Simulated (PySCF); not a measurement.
Zr(Cl)(OH)3 (ClH3O3Zr), SMILES [OH][Zr]([OH])([OH])[Cl], multiplicity 1.

Geometry optimised at B3LYP-D3(BJ)/def2-SVP. The multiplicity is an assumed one; no other spin state was optimised. The structure was generated by enumeration; whether it is a known compound was not checked. The def2 effective core potentials stand for the cores of Zr; spin–orbit coupling is left out. One conformer was computed; it need not be the lowest.

These are B3LYP/def2-TZVP run with PySCF values and carry that method's errors.

The molecule is in vacuum.

```json
{
  "total_energy": "-735.17179 hartree",
  "point_group": "C3v",
  "highest_occupied_level": "-8.27 eV",
  "lowest_empty_level": "-0.52 eV",
  "orbital_gap": "7.75 eV",
  "dipole_moment": "0.777 e·Å",
  "quadrupole, principal values (traceless, Buckingham form, about the centre of nuclear charge)": "-9.51, 4.76, 4.76 D·Å",
  "mean_static_polarisability": "61.2 bohr³ (9.07 Å³)",
  "polarisability_principal_values": "58.3, 58.3, 67.0 bohr³"
}
```
